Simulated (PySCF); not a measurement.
# Frontier orbitals and the lowest excitations

C₃H₁₁ClOSi₂.
Cartesian coordinates in Å at the GFN2-xTB level; atoms count from 1:
```xyz
18
C3H11ClOSi2 angstrom
C     -1.2757   -0.6485   -1.4678
C     -1.0196   -0.6253    0.0257
Si    -1.5223    1.0344    0.8570
Cl    -1.9734   -1.9462    0.7799
C      0.4465   -0.8585    0.3440
O      1.0651    0.3942    0.2970
Si     2.6516    0.7243    0.1651
H     -2.3232   -0.4482   -1.6816
H     -1.0130   -1.6159   -1.8969
H     -0.6678    0.1211   -1.9400
H     -2.9868    1.0384    0.8525
H     -1.0190    2.1552    0.0710
H     -1.0161    1.0199    2.2247
H      0.5581   -1.2774    1.3513
H      0.9170   -1.5513   -0.3648
H      3.4027    0.1997    1.3090
H      2.5767    2.1743    0.1183
H      3.1906    0.1162   -1.0560
```

Computed with PySCF, TDDFT CAM-B3LYP/def2-SVPD, vertical, gas phase, core orbitals frozen in the response.

Kohn–Sham orbitals with the atoms that hold most of them (Löwdin shares over 4%, at most four atoms; ? is withheld):

```
orbital  ε (eV)                              atoms
 LUMO+2    1.42    Si3 25%, Cl4 22%, C2 9%, H12 8%
 LUMO+1    1.12   Si7 36%, Cl4 12%, Si3 9%, H16 7%
   LUMO    0.76                                  ?
   HOMO   -9.27    Cl4 46%, C2 22%, Si3 14%, C5 5%
 HOMO-1   -9.92      Cl4 65%, C2 10%, O6 7%, C1 7%
 HOMO-2   -9.93    O6 43%, Si7 12%, C5 10%, H16 7%
 HOMO-3  -10.65  O6 26%, Si3 16%, H11 11%, Si7 10%
```

(1) Give the leading atoms of the LUMO.

(2) The HOMO–LUMO gap is 10.02 eV. Where does the response calculation put the lowest singlet, and from which orbitals?

Answers

(1) Si7 (bonded to O and 3 H) 32%; H18 (bonded to Si) 10%; H16 (bonded to Si) 9%; H17 (bonded to Si) 8%. By element: silicon 32% or more, hydrogen 27% or more.

(2) S1 is at 6.88 eV (f = 0.011), 3.15 eV below the gap, made of HOMO→LUMO+2 (34%), HOMO→LUMO+1 (16%), HOMO→LUMO+4 (14%). Its leading pair isn't HOMO and LUMO; the energies of that pair differ by 10.69 eV. Without the coupling terms of the response equations the lowest excitation would equal the gap.

Next come S2 at 7.20 eV (f 0.0027), HOMO-2→LUMO (83%); S3 at 7.41 eV (f 0.0032), HOMO-1→LUMO+2 (32%), HOMO-1→LUMO+1 (16%), HOMO-1→LUMO+4 (13%); S4 at 7.67 eV (f 0.035), HOMO→LUMO (44%), HOMO→LUMO+3 (22%), HOMO→LUMO+1 (22%); S5 at 7.88 eV (f 0.034), HOMO→LUMO+2 (24%), HOMO→LUMO (18%), HOMO→LUMO+3 (17%).

Löwdin shares depend on the basis, the more so with diffuse functions.

One conformer stands for the species.

Without π bonds the low states are Rydberg-like; a valence basis with one diffuse set may place them up to an eV too high.
